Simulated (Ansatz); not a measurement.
Cl3GaH3P, SMILES `[PH3+][Ga-]([Cl])([Cl])[Cl]`. Charge 0, multiplicity 1. All single points use the PBE0-D4/def2-TZVP geometry. It is one conformer, not always the lowest.

```xyz
8

P    -0.937    0.528   -0.395
Ga    1.098   -0.618    0.462
Cl    0.208   -1.946    1.903
Cl    1.832   -1.503   -1.358
Cl    2.188    1.071    1.234
H    -0.751    1.535   -1.359
H    -1.734    1.207    0.545
H    -1.903   -0.273   -1.031
```

Task: What is the dipole moment at ωB97M-V/def2-TZVPP? (An estimate is asked.)

Result: Ansatz gave: 5.84 D, with components (-4.77, 2.69, -2.01) D in this frame, pointing from negative to positive charge.

Task: And with PBE, r2SCAN, B3LYP? (An estimate is asked.)

Result: Computed: PBE 5.69 D, r2SCAN 5.91 D, B3LYP 5.81 D.

Task: Give the Mulliken charges with ωB97M-V, r2SCAN, PBE in def2-TZVPP. (Estimate.)

Result: Computed: 
```tsv
atom	ωB97M-V	r2SCAN	PBE
P1	-0.04	0.07	0.00
Ga2	0.50	0.59	0.51
Cl3	-0.27	-0.30	-0.27
Cl4	-0.27	-0.30	-0.27
Cl5	-0.27	-0.30	-0.27
H6	0.12	0.08	0.10
H7	0.12	0.08	0.10
H8	0.12	0.08	0.10
```

B3LYP here is the variant with VWN-RPA as its local correlation; programs differ in this.
